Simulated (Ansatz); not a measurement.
A nudged elastic band was laid between two geometries of H₄O₃Sn (8 atoms, charge 0, multiplicity 1).

The calculation used RKS PBE0-D4/def2-SVP in Ansatz 0.2.0.

```json
{
  "movable images": "5",
  "climbing image": "yes",
  "spring": "5.0 eV/Å²",
  "optimiser": "quadratic models (default)",
  "start path": "through a guess of the saddle point",
  "force threshold": "0.05 eV/Å",
  "iteration limit": "60",
  "end points": "relaxed"
}
```

First end point:

```xyz
8
Properties=species:S:1:pos:R:3
Sn 0.014 -0.052 0.646
H -0.104 0.381 2.284
O 1.828 -0.679 0.176
H 2.165 -0.206 -0.595
O -0.398 1.457 -0.562
H -1.084 1.210 -1.195
O -1.232 -1.507 0.157
H -0.754 -2.253 -0.226
```

Last end point:

```xyz
8
Properties=species:S:1:pos:R:3
Sn -1.039 0.301 0.817
H 1.773 -0.345 1.598
O 1.380 0.020 0.797
H 1.088 -0.762 0.250
O -0.968 1.535 -0.744
H -0.583 1.091 -1.511
O -0.404 -1.315 -0.342
H -0.811 -2.172 -0.180
```

Which bonds break or form, and what moves?

Bonds broken: Sn1–H2. Bonds formed: H2–O3.

What energy profile does the band end with?

It converged. The highest image is number 3 of 0 to 6, 43.6 kcal/mol above the first end and 66.3 kcal/mol above the last; the last end lies 22.7 kcal/mol below the first. Neighbouring images differ by up to 2.6 eV, so the band resolves the path poorly. A vibrational analysis at the climbing image gives one clearly imaginary mode, 1237i cm⁻¹: a first-order saddle point. The orbitals stay closed-shell, which can raise the energy where a bond breaks towards radicals; this wasn't checked here.

```tsv
image	path coordinate (Å)	energy (kcal/mol)	Sn1–H2 (Å)	H2–O3 (Å)
0	0.00	0.0	1.70	3.05
1	1.22	1.4	1.71	2.95
2	2.44	4.4	1.70	2.78
3	3.67	43.6	1.77	1.58
4	4.92	-15.5	2.73	0.97
5	6.18	-18.0	2.94	0.96
6	7.44	-22.7	2.99	0.96
```

What is the geometry of the highest image?


```xyz
8
Properties=species:S:1:pos:R:3:forces:R:3
Sn -0.434 -0.080 0.405 0.00 0.00 0.00
H 0.722 0.030 1.741 0.00 0.00 0.00
O 1.677 0.116 0.480 0.00 0.00 0.00
H 2.262 -0.615 0.225 0.00 0.00 0.00
O -1.092 1.143 -0.998 0.00 0.00 0.00
H -0.853 2.058 -0.808 0.00 0.00 0.00
O -0.882 -1.786 -0.493 0.00 0.00 0.00
H -0.965 -2.515 0.132 0.00 0.00 0.00
```

Run time: 7 min on 2 threads of Arm Neoverse N1, on a shared host, peak memory 0.19 GiB.
